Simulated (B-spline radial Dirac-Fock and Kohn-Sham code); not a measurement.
**Si²⁺ 2p1/2: cross section and angular parameters**

System: the Si²⁺ ion in the configuration [Ne] 3s2; threshold 130.8 eV (orbital energy of the model). The computed values come from a radial finite-basis atomic code: Dirac-Hartree-Slater photoionisation with a Latter tail; cross sections with all multipoles, angular parameters from the dipole term and its interference with E2.

For linearly polarised light dσ/dΩ = σ/(4π) [1 + β P₂(cos θ) + (δ + γ cos²θ) sin θ cos φ], with θ from the polarisation vector and φ the angle between the beam and the projection of the electron momentum on the plane normal to the polarisation.

```
hν (eV)   σ (kb)      β       γ      δ
    150     1550  1.001  -0.026  0.010
    400      183  1.476   0.192  0.018
    600     60.1  1.393   0.307  0.024
    642     49.5  1.373   0.327  0.026
    721        ?      ?       ?      ?
    800     26.0  1.298   0.392  0.032
   1040     11.7  1.193   0.470  0.042
   1080     10.4  1.177   0.481  0.044
   1110     9.57  1.165   0.489  0.045
 1253.6     6.53  1.111   0.524  0.052
   1750     2.22  0.954   0.617  0.073
   2050     1.31  0.878   0.659  0.086
   2430    0.740  0.798   0.701  0.102
   2710    0.509  0.747   0.727  0.113
   2960    0.375  0.707   0.747  0.123
   3700    0.171  0.611   0.798  0.150
   4000    0.130  0.580   0.815  0.160
   4210    0.108  0.560   0.827  0.167
   6000   0.0299  0.434   0.912  0.222
   7440   0.0135  0.368   0.972  0.261
   9750  0.00486  0.294   1.053  0.316
```

**Question.** Give the values at 721 eV.

**Answer.** σ = 35.3 kb, β = 1.335, γ = 0.361, δ = 0.029.
